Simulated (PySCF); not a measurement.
NbF6, SMILES [F][Nb-]([F])([F])([F])([F])[F], charge -1, multiplicity 1. Coordinates come from a PBE-D3(BJ)/def2-SVPD optimisation. The multiplicity is an assumed one; no other spin state was optimised. The isomer is the one that the SMILES or the coordinates give; other isomers of the formula were not compared. The def2 effective core potentials stand for the cores of Nb; spin–orbit coupling is left out.

Method: PBE-D3(BJ)/def2-SVPD (PySCF).

Harmonic wavenumbers (cm⁻¹): 116, 116, 116, 231, 231, 231, 256, 256, 256, 540, 540, 611, 611, 611, 632. Rotational constants (GHz): 1.792, 1.792, 1.792; symmetry number 24.

### Question
Work out the zero-point energy and the ideal-gas rigid-rotor harmonic-oscillator thermochemistry at 298.15 K and 1 atm.

### Answer
ZPE = ½ Σ hcν = ½ × 5351 cm⁻¹ = 32.01 kJ/mol. H − E(el) = 57.91 kJ/mol. Entropy in J/(mol K): translation 175.25, rotation 92.46, vibration 96.32, total 364.03. G − E(el) = -50.62 kJ/mol. Cp = 128.51 J/(mol K). Modes under 150 cm⁻¹ make the vibrational entropy uncertain.
